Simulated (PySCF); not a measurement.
# Atomic charges by several schemes

Compound: C8H9P.
Structure used (GFN2-xTB), in Å, numbered top down from 1:
```
atom  x, y, z in Å
C1    -3.987   -1.084   -0.338
C2    -2.797   -1.192   -0.261
C3    -1.361   -1.274   -0.192
P4    -0.565   -0.089   -1.429
C5     1.084   -0.256   -0.820
C6     2.246   -0.409   -0.541
C7     3.624   -0.581   -0.140
C8    -1.048    1.452   -0.584
C9    -0.222    2.421   -0.225
H10   -5.032   -1.015   -0.394
H11   -1.031   -2.285   -0.450
H12   -1.011   -1.028    0.816
H13    4.006   -1.527   -0.525
H14    4.231    0.232   -0.539
H15    3.706   -0.583    0.947
H16   -2.121    1.556   -0.462
H17   -0.575    3.336    0.224
H18    0.844    2.331   -0.363
```

Density: PBE0/pcSseg-1 (PySCF); schemes: Mulliken, IAO, Hirshfeld and ESP-fitted. The structure is a single GFN2-xTB conformer in the gas phase; no vibrational or solvent corrections. GFN2-xTB frequencies show an imaginary mode (27i cm⁻¹), so this geometry is no minimum at that level.

Question: For which atoms does the sign change between the 4 schemes (beyond +0.03 e in one, beyond −0.03 e in another)?

Answer: C2, P4, C6 and C8.

Question: At which atom do the 4 schemes differ most?

Answer: At P4: from -0.085 (ESP-fitted) to +0.606 e (Mulliken), 0.691 e apart.

Question: Do the Mulliken, IAO, Hirshfeld and ESP-fitted schemes agree on where the charge is lowest?

Answer: The schemes don't all agree: Mulliken C8 (-0.444); IAO C3 (-0.444); Hirshfeld C5 (-0.133); ESP-fitted C7 (-0.559).

Question: Give the atomic charges in each scheme.

Answer: In e:

```
atom                     environment  Mulliken     IAO  Hirshfeld  ESP-fitted
  C1          terminal alkyne carbon    -0.359  -0.257     -0.123      -0.448
  C2                   alkyne carbon    +0.164  -0.026     -0.044      +0.032
  C3  sp3 carbon bound to phosphorus    -0.336  -0.444     -0.096      -0.160
  P4            phosphine phosphorus    +0.606  +0.599     +0.192      -0.085
  C5                   alkyne carbon    -0.280  -0.330     -0.133      -0.147
  C6                   alkyne carbon    -0.332  -0.013     -0.027      +0.097
  C7              propargylic carbon    -0.172  -0.439     -0.093      -0.559
  C8                alkene CH carbon    -0.444  -0.343     -0.097      +0.083
  C9            terminal =CH2 carbon    -0.119  -0.299     -0.098      -0.526
 H10                 alkyne hydrogen    +0.041  +0.201     +0.090      +0.306
 H11              methylene hydrogen    +0.185  +0.180     +0.057      +0.170
 H12              methylene hydrogen    +0.188  +0.176     +0.052      +0.104
 H13                 methyl hydrogen    +0.154  +0.176     +0.064      +0.198
 H14                 methyl hydrogen    +0.153  +0.176     +0.065      +0.199
 H15                 methyl hydrogen    +0.153  +0.174     +0.063      +0.191
 H16                vinylic hydrogen    +0.152  +0.162     +0.042      +0.127
 H17                vinylic hydrogen    +0.121  +0.154     +0.049      +0.184
 H18                vinylic hydrogen    +0.125  +0.152     +0.036      +0.233
```

Mean size of the charges over all atoms: IAO 0.239 e, Mulliken 0.227 e, ESP-fitted 0.214 e, Hirshfeld 0.079 e. Each set sums to the total charge, 0, to within 0.001 e. The ESP scheme is a least-squares fit of atom-centred charges to the potential on four shells outside the van der Waals surface, with the total charge fixed. The IAO scheme projects the occupied orbitals on a minimal set of polarised atomic orbitals and counts the electrons in each atom's part of it.

Question: How many electrons does the Mulliken scheme count on C3?

Answer: Z − q = 6 − (-0.336) = 6.336.

Question: Sum the charges by element, for elements with more than one atom.

Answer: 
| element | atoms | Mulliken | IAO | Hirshfeld | ESP-fitted |
| --- | --- | --- | --- | --- | --- |
| C | 8 | -1.879 | -2.151 | -0.711 | -1.628 |
| H | 9 | +1.272 | +1.552 | +0.518 | +1.713 |
